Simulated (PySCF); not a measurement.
CH6MoN2O, SMILES [CH3][Mo](=[NH])([NH2])=[O], multiplicity 1. Atoms are numbered in the order given.

```xyz
11

Mo     0.0790     0.0096    -0.0655
O      1.7538     0.1275     0.2268
N     -0.3600    -1.0191    -1.4214
H      0.0562    -1.6207    -2.1461
N     -0.8217     1.7216    -0.2474
H     -0.4330     2.5927     0.1327
H     -1.5471     1.9301    -0.9415
C     -0.7473    -0.9690     1.6297
H     -0.2818    -1.9679     1.7553
H     -1.8408    -1.0992     1.5025
H     -0.5467    -0.3634     2.5383
```

Geometry: PBE-D3(BJ)/def2-SVP. The spin state was assumed, not searched. The structure was generated by enumeration; whether it is a known compound was not checked. The def2 effective core potentials stand for the cores of Mo; spin–orbit coupling is left out. One conformer was computed; it need not be the lowest.

Level of theory: TDA-PBE/def2-SVPD run with PySCF.

Vertical excitations. The molecule is in vacuum.

```json
[
 {"state": "S1", "energy (eV)": "4.13", "λ (nm)": "300", "f": "0.007", "main pairs": "HOMO−1→LUMO 54 %, HOMO→LUMO 40 %"},
 {"state": "S2", "energy (eV)": "4.29", "λ (nm)": "289", "f": "0.006", "main pairs": "HOMO→LUMO+1 51 %, HOMO→LUMO 20 %, HOMO−1→LUMO+1 13 %, HOMO−1→LUMO 10 %"},
 {"state": "S3", "energy (eV)": "4.40", "λ (nm)": "282", "f": "0.005", "main pairs": "HOMO→LUMO+1 41 %, HOMO−1→LUMO 24 %, HOMO−2→LUMO 17 %, HOMO→LUMO 14 %"},
 {"state": "S4", "energy (eV)": "4.72", "λ (nm)": "263", "f": "0.002", "main pairs": "HOMO−2→LUMO+1 44 %, HOMO−1→LUMO+1 37 %, HOMO−2→LUMO 10 %"},
 {"state": "S5", "energy (eV)": "4.88", "λ (nm)": "254", "f": "0.036", "main pairs": "HOMO−2→LUMO 40 %, HOMO−1→LUMO+1 15 %, HOMO−3→LUMO 14 %, HOMO→LUMO 11 %"},
 {"state": "S6", "energy (eV)": "5.17", "λ (nm)": "240", "f": "0.009", "main pairs": "HOMO−2→LUMO+1 42 %, HOMO−1→LUMO+1 16 %, HOMO−3→LUMO+1 13 %, HOMO−3→LUMO 12 %"},
 {"state": "S7", "energy (eV)": "5.43", "λ (nm)": "228", "f": "0.028", "main pairs": "HOMO−3→LUMO 62 %"},
 {"state": "S8", "energy (eV)": "5.62", "λ (nm)": "220", "f": "0.002", "main pairs": "HOMO→LUMO+2 77 %, HOMO−3→LUMO+1 16 %"},
 {"state": "S9", "energy (eV)": "5.71", "λ (nm)": "217", "f": "0.005", "main pairs": "HOMO−1→LUMO+2 36 %, HOMO−3→LUMO+1 26 %, HOMO→LUMO+2 10 %, HOMO→LUMO+3 9 %"},
 {"state": "S10", "energy (eV)": "5.83", "λ (nm)": "213", "f": "0.002", "main pairs": "HOMO→LUMO+3 42 %, HOMO−1→LUMO+2 40 %"},
 {"state": "T1", "energy (eV)": "3.56", "λ (nm)": "349", "f": "0", "main pairs": "HOMO→LUMO 94 %"},
 {"state": "T2", "energy (eV)": "3.83", "λ (nm)": "324", "f": "0", "main pairs": "HOMO−1→LUMO 75 %, HOMO→LUMO+1 19 %"},
 {"state": "T3", "energy (eV)": "3.94", "λ (nm)": "315", "f": "0", "main pairs": "HOMO−1→LUMO+1 54 %, HOMO→LUMO+1 14 %, HOMO−2→LUMO+1 9 %, HOMO−1→LUMO 8 %"},
 {"state": "T4", "energy (eV)": "4.01", "λ (nm)": "309", "f": "0", "main pairs": "HOMO→LUMO+1 51 %, HOMO−2→LUMO 35 %"}
]
```
Triplets are in the Tamm–Dancoff approximation.
